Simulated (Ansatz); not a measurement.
Geometry optimisation of LiCu₄⁻.

```yaml
crystal:
  periodic: [false, false, false]
  atoms:
    - {symbol: Li, position_ang: [-0.666390, -1.216670, -0.043270]}
    - {symbol: Cu, position_ang: [0.110460, 0.383690, -1.710120]}
    - {symbol: Cu, position_ang: [0.224740, 0.223020, 1.726410]}
    - {symbol: Cu, position_ang: [-1.351490, 1.124350, 0.102700]}
    - {symbol: Cu, position_ang: [1.682690, -0.514390, -0.075720]}
basis:
  gaussian: {orbitals: def2-SVPD}
total_charge: -1
hamiltonian: {xc: pbe, dispersion: d4}
scf: {lower_state_search: "off"}
output: {orbitals: {seedname: orbitals}}
relax: {f_tol: 0.02, max_steps: 100}
```

```sh
$ ansatz run in.yaml --threads 4 --pin off --events-out ev --progress --plain --max-ram 4787MiB
```

Output, abridged:

```
Functional definition: PBE
mean field -178718.55481044 eV, -6567.7857494964 hartree, gradient 9.7e-7 eV, S^2 0.000000; 0 other end points of the search recorded, 0 dependent functions left out
relax step   1: F+E_penalty+E_count = -178718.75805039 eV  Δ(F+E_penalty+E_count) = +0.000e0 eV  max|allowed force component| = 4.847e-1 eV/Å  Δτ_max = 0.0000 Å  (23 SCF iters, accepted)
mean field -178718.59505905 eV, -6567.7872286053 hartree, gradient 2.9e-6 eV, S^2 0.000000; 0 other end points of the search recorded, 0 dependent functions left out
relax step   2: F+E_penalty+E_count = -178718.79946530 eV  Δ(F+E_penalty+E_count) = -4.141e-2 eV  max|allowed force component| = 2.520e-1 eV/Å  Δτ_max = 0.0296 Å  (22 SCF iters, accepted)
mean field -178718.60700300 eV, -6567.7876675376 hartree, gradient 1.5e-6 eV, S^2 0.000000; 0 other end points of the search recorded, 0 dependent functions left out
relax step   3: F+E_penalty+E_count = -178718.81250902 eV  Δ(F+E_penalty+E_count) = -1.304e-2 eV  max|allowed force component| = 3.192e-2 eV/Å  Δτ_max = 0.0321 Å  (23 SCF iters, accepted)
mean field -178718.60732913 eV, -6567.7876795226 hartree, gradient 2.1e-6 eV, S^2 0.000000; 0 other end points of the search recorded, 0 dependent functions left out
relax step   4: F+E_penalty+E_count = -178718.81272882 eV  Δ(F+E_penalty+E_count) = -2.198e-4 eV  max|allowed force component| = 5.284e-3 eV/Å  Δτ_max = 0.0040 Å  (25 SCF iters, accepted)
mean field -178718.60740947 eV, -6567.7876824751 hartree, gradient 2.0e-6 eV, S^2 0.000000; 0 other end points of the search recorded, 0 dependent functions left out
relax step   5: F+E_penalty+E_count = -178718.81279806 eV  Δ(F+E_penalty+E_count) = -6.924e-5 eV  max|allowed force component| = 9.607e-3 eV/Å  Δτ_max = 0.0029 Å  (24 SCF iters, accepted)
mean field -178718.60754387 eV, -6567.7876874141 hartree, gradient 2.0e-6 eV, S^2 0.000000; 0 other end points of the search recorded, 0 dependent functions left out
relax step   6: F+E_penalty+E_count = -178718.81292762 eV  Δ(F+E_penalty+E_count) = -1.296e-4 eV  max|allowed force component| = 1.390e-2 eV/Å  Δτ_max = 0.0037 Å  (23 SCF iters, accepted)
mean field -178718.60833507 eV, -6567.7877164903 hartree, gradient 2.4e-6 eV, S^2 0.000000; 0 other end points of the search recorded, 0 dependent functions left out
relax step   7: F+E_penalty+E_count = -178718.81371057 eV  Δ(F+E_penalty+E_count) = -7.830e-4 eV  max|allowed force component| = 2.447e-2 eV/Å  Δτ_max = 0.0130 Å  (23 SCF iters, accepted)
mean field -178718.63731405 eV, -6567.7887814482 hartree, gradient 2.8e-6 eV, S^2 0.000000; 0 other end points of the search recorded, 0 dependent functions left out
relax step   8: F+E_penalty+E_count = -178718.84234367 eV  Δ(F+E_penalty+E_count) = -2.863e-2 eV  max|allowed force component| = 7.414e-2 eV/Å  Δτ_max = 0.1520 Å  (34 SCF iters, accepted)
mean field -178718.62319890 eV, -6567.7882627257 hartree, gradient 1.1e-6 eV, S^2 0.000000; 0 other end points of the search recorded, 0 dependent functions left out
relax step   9: F+E_penalty+E_count = -178718.82625964 eV  Δ(F+E_penalty+E_count) = +1.608e-2 eV  max|allowed force component| = 2.898e-1 eV/Å  Δτ_max = 0.1947 Å  (35 SCF iters, rejected (line search))
mean field -178718.64874865 eV, -6567.7892016619 hartree, gradient 1.3e-6 eV, S^2 0.000000; 0 other end points of the search recorded, 0 dependent functions left out
relax step  10: F+E_penalty+E_count = -178718.85320397 eV  Δ(F+E_penalty+E_count) = -1.086e-2 eV  max|allowed force component| = 5.383e-2 eV/Å  Δτ_max = 0.0881 Å  (30 SCF iters, accepted)
mean field -178718.65000283 eV, -6567.7892477520 hartree, gradient 1.2e-6 eV, S^2 0.000000; 0 other end points of the search recorded, 0 dependent functions left out
relax step  11: F+E_penalty+E_count = -178718.85441678 eV  Δ(F+E_penalty+E_count) = -1.213e-3 eV  max|allowed force component| = 5.788e-3 eV/Å  Δτ_max = 0.0228 Å  (23 SCF iters, accepted)
Total energy: -178718.85445303 eV, -6567.7967611586 hartree
Atom 0 at    -0.680493    -1.251816    -0.038628 Å, force    -0.002984    -0.005788    -0.000037 eV/Å
Atom 1 at     0.186637     0.497628    -1.412877 Å, force    -0.000082     0.000589    -0.004710 eV/Å
Atom 2 at     0.279326     0.359529     1.439250 Å, force     0.000166    -0.000011     0.004837 eV/Å
Atom 3 at    -1.527364     1.082831     0.102129 Å, force    -0.000154     0.003559     0.000049 eV/Å
Atom 4 at     1.741904    -0.688172    -0.089874 Å, force     0.003054     0.001651    -0.000139 eV/Å
Dipole moment:    -0.091531    -0.168437    -0.005160 e Å
Checks for a lower state left out: stability, starts, cluster_reference, orbital_swaps, neighbouring_geometries, increment
```

Run time 27 s (4 threads of Arm Neoverse V2 on a shared host).

The restricted singlet is unstable towards broken spin symmetry in Hartree–Fock (as tested in another run); at PBE-D4/def2-SVPD this wasn't settled. The highest occupied level of the charge -1 singlet lies above zero (up to 0.44 eV). The electron is either unbound and held by the finite basis, or the level is raised by self-interaction error. The relaxation made no stability test and no search for a lower SCF solution. No other spin state of charge -1 was run. The structure comes from a short search, and lower isomers may exist.
